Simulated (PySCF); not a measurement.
**A survey of $^{19}$F NMR shifts**

- GFN2-xTB structure
- σ from GIAO-PBE0/pcSseg-1
- run in PySCF
- no solvent model, one computed conformer, rapidly exchanging positions averaged, no relativistic terms

Shieldings were converted by a linear fit to measured shifts: $^{19}$F (scatter 6.0 ppm rms, 7.0 ppm with the 5 outliers that the fit left out vs CFCl3, solution or neat liquid, with a term for F on sp3 carbon). A few per cent of atoms miss by over 2 rms, more outside the fitted compound classes.

Task: Give the $^{19}$F shifts of `O=C(O)C(F)=C1CC1`, `FC[C@H](F)OCCC(F)(F)F`, `CO[C@H](C)C(F)(F)C(F)(F)F`, `CCC(F)(F)C(=O)Cl`, `COc1coc(F)c1`, `O=CC1=C(F)OCC1`.

Result: 
```csv
compound,environment,δ (ppm)
O=C(O)C(F)=C1CC1,vinylic fluorine,-126.3
[F:1][CH2:2][C@H:3]([F:4])[O:5][CH2:6][CH2:7][C:8]([F:9])([F:10])[F:11],F9/10/11: fluorine of a CF3 group (×3),-69.0
[F:1][CH2:2][C@H:3]([F:4])[O:5][CH2:6][CH2:7][C:8]([F:9])([F:10])[F:11],F4: fluorine on an sp3 carbon,-139.2
[F:1][CH2:2][C@H:3]([F:4])[O:5][CH2:6][CH2:7][C:8]([F:9])([F:10])[F:11],F1: fluorine on an sp3 carbon,-228.5
[CH3:1][O:2][C@H:3]([CH3:4])[C:5]([F:6])([F:7])[C:8]([F:9])([F:10])[F:11],F9/10/11: fluorine of a CF3 group (×3),-79.2
[CH3:1][O:2][C@H:3]([CH3:4])[C:5]([F:6])([F:7])[C:8]([F:9])([F:10])[F:11],F6: fluorine of a CF2 group,-106.5
[CH3:1][O:2][C@H:3]([CH3:4])[C:5]([F:6])([F:7])[C:8]([F:9])([F:10])[F:11],F7: fluorine of a CF2 group,-115.7
CCC(F)(F)C(=O)Cl,fluorine of a CF2 group (×2),-106.8
COc1coc(F)c1,aryl fluorine,-112.1
O=CC1=C(F)OCC1,vinylic fluorine,-98.9
```
